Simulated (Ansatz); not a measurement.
The cluster Sr5S5. Charge 0, multiplicity 1. Geometry r2SCAN-D4/def2-SVP.

```csv
atom,x (Å),y (Å),z (Å)
Sr1,1.512,0.480,-1.011
Sr2,-0.244,-1.587,2.021
Sr3,1.531,3.312,1.708
Sr4,-2.487,0.635,-0.281
Sr5,-0.897,-2.594,-1.630
S6,-2.607,-2.033,0.577
S7,1.419,-2.281,-0.075
S8,-0.322,1.247,1.517
S9,3.050,2.752,-0.316
S10,-0.955,0.071,-2.512
```

In the def2 sets Sr takes a core potential; there is no spin–orbit coupling. LC-ωPBE has ω = 0.4 bohr⁻¹. HSE06 is defined as in plane-wave codes, on full-range PBE exchange. Another isomer (singlet) lies 0.40 eV lower at PBE0-D4/def2-TZVP; other spin states weren't run for this one.

Task: Estimate the orbital energies around the gap (eV) in Ansatz with PBE-D4/def2-TZVP, r2SCAN-D4/def2-TZVP, PBE0-D4/def2-TZVP, HSE06-D4/def2-TZVP, LC-ωPBE/def2-TZVP.

Result: 
| orbital | PBE-D4/def2-TZVP | r2SCAN-D4/def2-TZVP | PBE0-D4/def2-TZVP | HSE06-D4/def2-TZVP | LC-ωPBE/def2-TZVP |
| --- | --- | --- | --- | --- | --- |
| HOMO−5 | -4.51 | -4.65 | -5.48 | -5.10 | -7.88 |
| HOMO−4 | -4.48 | -4.60 | -5.42 | -5.04 | -7.79 |
| HOMO−3 | -4.35 | -4.47 | -5.29 | -4.90 | -7.65 |
| HOMO−2 | -4.32 | -4.39 | -5.24 | -4.86 | -7.60 |
| HOMO−1 | -4.12 | -4.20 | -5.03 | -4.65 | -7.37 |
| HOMO | -3.97 | -4.07 | -4.86 | -4.48 | -7.19 |
| LUMO | -2.19 | -1.72 | -1.67 | -1.99 | -0.40 |
| LUMO+1 | -1.62 | -1.11 | -1.10 | -1.40 | 0.13 |
| LUMO+2 | -1.35 | -0.84 | -0.85 | -1.15 | 0.24 |
| LUMO+3 | -1.19 | -0.65 | -0.66 | -0.96 | 0.46 |
| LUMO+4 | -0.86 | -0.47 | -0.35 | -0.65 | 0.81 |
| LUMO+5 | -0.85 | -0.41 | -0.23 | -0.55 | 1.15 |
